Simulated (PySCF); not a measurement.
Compound: C3H13NSi3.
SMILES with atom numbers: `[SiH3:1][CH2:2][Si@@H:3]1[CH2:4][CH2:5][SiH2:6][NH:7]1`

NICS is the negative of the GIAO shielding at a point without a nucleus: at the ring centre (0) and 1 Å above and below it (1); zz is the component along the ring normal. Level: GIAO PBE0/pcSseg-1 (PySCF, non-relativistic, gas phase) on the PBE0-D3(BJ)/def2-SVP geometry, one conformer.

Ring bond lengths (Å), with Mayer bond orders in brackets: Si3–C4 1.892 (0.92), C4–C5 1.542 (1.02), C5–Si6 1.892 (0.92), Si6–N7 1.745 (0.97), N7–Si3 1.746 (0.96).

Q: Give the NICS values of each ring in ppm.

A: 
| ring | type | NICS(0) | NICS(1), two faces | NICS(1)zz, two faces | rms pucker (Å) | centre to ring atoms, mean (Å) |
| --- | --- | --- | --- | --- | --- | --- |
| Si3–C4–C5–Si6–N7 | 5-membered ring with N and 2 Si; formal bonds all single | -5.3 | -3.0 / -3.1 | -1.3 / -0.4 | 0.17 | 1.48 |

Q: What do they say, and how far can they be read as aromaticity?

A: 
- Si3–C4–C5–Si6–N7: mean NICS(1)zz -0.8 ppm, near zero. Si3, C4, C5, Si6 have four or more neighbours, so the value isn't read as a sign of a π ring current.

Q: How shielded are the nuclei of the rings and their hydrogens (means over atoms taken as equivalent)?

A: 
| atoms | environment | σ isotropic (ppm) | principal values of the symmetric part, first atom (ppm) |
| --- | --- | --- | --- |
| Si3 | SiH silicon | 349.9 | 297.3, 362.6, 389.9 |
| C4 | sp3 carbon bound to silicon | 175.2 | 169.8, 171.4, 184.3 |
| C5 | sp3 carbon bound to silicon | 177.8 | 166.2, 174.6, 192.5 |
| Si6 | SiH2 silicon | 373.0 | 329.8, 358.0, 431.1 |
| N7 | nitrogen bridging silicon atoms | 242.8 | 223.0, 231.1, 274.5 |
| H on Si3 | Si–H hydrogen | 26.33 | 22.4, 25.0, 31.5 |
| H on C4 | methylene hydrogen | 30.12 | 24.2, 29.1, 37.1 |
| H on C4 | methylene hydrogen | 30.73 | 25.6, 29.8, 36.8 |
| H on C5 | methylene hydrogen | 30.32 | 25.5, 27.5, 37.9 |
| H on C5 | methylene hydrogen | 30.19 | 24.7, 27.4, 38.5 |
| H on Si6 | Si–H hydrogen | 26.43 | 22.9, 23.8, 32.5 |
| H on Si6 | Si–H hydrogen | 26.39 | 23.0, 23.7, 32.4 |
| H on N7 | N–H hydrogen | 31.29 | 22.5, 27.9, 43.5 |

Q: How do the values depend on the level or the medium?

A: 
| level | NICS(0), Si3–C4–C5–Si6–N7 | mean NICS(1)zz, Si3–C4–C5–Si6–N7 |
| --- | --- | --- |
| PBE0/pcSseg-1, gas | -5.3 | -0.8 |
| WP04/pcSseg-1, gas | -4.9 | -0.2 |
| PBE0/pcSseg-1, IEF-PCM acetone | -5.3 | -0.9 |
| PBE0/pcSseg-1, IEF-PCM benzene | -5.3 | -0.8 |

The geometry is the same throughout; the continuum's cavity takes Bondi-type radii × 1.2.
